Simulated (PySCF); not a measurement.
Correlation energy of Be⁺ (beryllium, charge +1)

[He] 2s1, 2S determinant. All numbers are calculated (PySCF 2.14, the non-relativistic Hamiltonian (point nucleus), in def2-TZVPPD (5s4p1d, 22 functions)). Frozen: nothing; 3 electrons correlated.

```
  level  correlation energy (mhartree)
   CCSD                         -31.41
    (T)                          -0.01
CCSD(T)                         -31.42
  CCSDT                         -31.42
    FCI                         -31.42
```

Diagnostics: T1 = 0.00088, D1 = 0.0018, largest double amplitude 0.021, weight of the Hartree-Fock determinant in FCI 0.9982 (5082 determinants).

Cost of the coupled-cluster step: about 0.06 core-seconds, for 3 correlated electrons.

Iterations:

```
CC2 = 0
CCSD nocc = (np.int64(2), np.int64(1)), nmo = (22, 22)
frozen orbitals [[], []]
max_cycle = 100
direct = 0
conv_tol = 1e-08
conv_tol_normt = 1e-06
diis_space = 8
diis_start_cycle = 0
Init t2, MP2 energy = -0.0279549144735148
Init E_corr(UCCSD) = -0.027954914489253
cycle = 1  E_corr(UCCSD) = -0.0310159622758761  dE = -0.00306104779  norm(t1,t2) = 0.004551
cycle = 2  E_corr(UCCSD) = -0.0313627317877345  dE = -0.000346769512  norm(t1,t2) = 0.000758632
cycle = 3  E_corr(UCCSD) = -0.0314159105385377  dE = -5.31787508e-05  norm(t1,t2) = 0.000202499
cycle = 4  E_corr(UCCSD) = -0.0314102359984678  dE = 5.67454007e-06  norm(t1,t2) = 3.51613e-05
cycle = 5  E_corr(UCCSD) = -0.0314104886176121  dE = -2.52619144e-07  norm(t1,t2) = 2.22772e-06
cycle = 6  E_corr(UCCSD) = -0.0314104947811267  dE = -6.16351458e-09  norm(t1,t2) = 1.32682e-07
UCCSD converged
E(UCCSD) = -14.30846029174556  E_corr = -0.03141049478112667
UCCSD(T) correction = -9.09662203955797e-06
```

This basis was not built for core-valence correlation, so the inner-shell part is incomplete.
